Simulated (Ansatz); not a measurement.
System: sum formula HSiO3, net charge -1, singlet state. It need not be the lowest isomer of its formula. Whether it binds its extra electron was not tested at this geometry. 
Structure (B3LYP-D3(BJ)/def2-TZVP (Ansatz, a program for electronic structure) minimum search):
SMILES: [Si](=O)(O)[O-]
```xyz
5

Si     0.1505     0.0565     0.0005
O     -0.1284     1.5807    -0.0196
O      1.4053    -0.8393     0.0211
O     -1.2902    -0.8192    -0.0007
H     -2.0001    -0.1679    -0.0141
```
Charge -1, spin multiplicity 1.

Basis-set convergence of Hartree-Fock and CCSD correlation energies (hartree) with Ansatz. Valence correlation only, unless marked. No spin-orbit coupling. No relativistic terms. This anion needs diffuse functions, which these sets lack.

```json
[
 {"basis": "cc-pV(D+d)Z", "functions": "70", "E(HF)": "-514.23348", "E(corr, CCSD)": "-0.65850"},
 {"basis": "cc-pV(T+d)Z", "functions": "143", "E(HF)": "[?]", "E(corr, CCSD)": "[?]"}
]
```

Q: Some entries are withheld; supply them.

A: 
- cc-pV(T+d)Z, E(HF): -514.35045
- cc-pV(T+d)Z, E(corr, CCSD): -0.83438
